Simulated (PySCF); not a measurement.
H3Sn, SMILES [SnH3-], charge -1. Coordinates come from a B3LYP-D3(BJ)/def2-TZVPD optimisation. The def2 effective core potentials stand for the cores of Sn; spin–orbit coupling is left out.

Computed equilibrium geometry at B3LYP-D3(BJ)/def2-TZVPD (PySCF confirms it by a frequency run) as Cartesian coordinates in Å, and its point group:
point group C3v.
```xyz
4

Sn     0.0000     0.0000    -0.0565
H      1.3072     0.7547     0.9412
H     -1.3072     0.7547     0.9412
H      0.0000    -1.5094     0.9412
```
Charge -1, spin multiplicity 1.
